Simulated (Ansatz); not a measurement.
Reaction (silylene formation by 1,1-elimination): `CO[SiH](Cl)SC` → `CO[Si]Cl` + CH₃SH

Computed with Ansatz on PBE0-D4/def2-TZVP structures; ΔE is electronic, products minus reactants. CCSD(T)/CBS adds triple-zeta CCSD(T) − MP2 to the extrapolated MP2 energy (def2 sets, frozen cores). This one scheme is used for every species. Functionals use def2-TZVPP. B3LYP here is the variant with VWN-RPA as its local correlation; programs differ in this. Each species was taken in one conformer, which may not be the lowest.

```json
{"level": "B3LYP-D4", "ΔE (kJ/mol)": "181.9"}
{"level": "ωB97X-V", "ΔE (kJ/mol)": "202.2"}
```

**Question.** What does CCSD(T)/CBS give? (An estimate is asked.)

**Answer.** Ansatz gave: +196.5 kJ/mol. The listed levels differ from it by -14.6, 5.7 kJ/mol.

Largest T1 diagnostic among the species: 0.014.

From PBE to PBE0 (25 % exact exchange), in def2-TZVPP and without D4, ΔE moves by +19.5 kJ/mol. The D4 term adds +20.6 kJ/mol with B3LYP and +11.5 kJ/mol with PBE0; it sums over pairs of atoms, weighted by their polarisabilities, and B3LYP, whose exchange is more repulsive, gets the larger term. In def2-TZVPP, CCSD(T) changes the Hartree–Fock value by +4.3 kJ/mol (the triples alone add +1.6 kJ/mol) and MP2 by +23.0 kJ/mol.
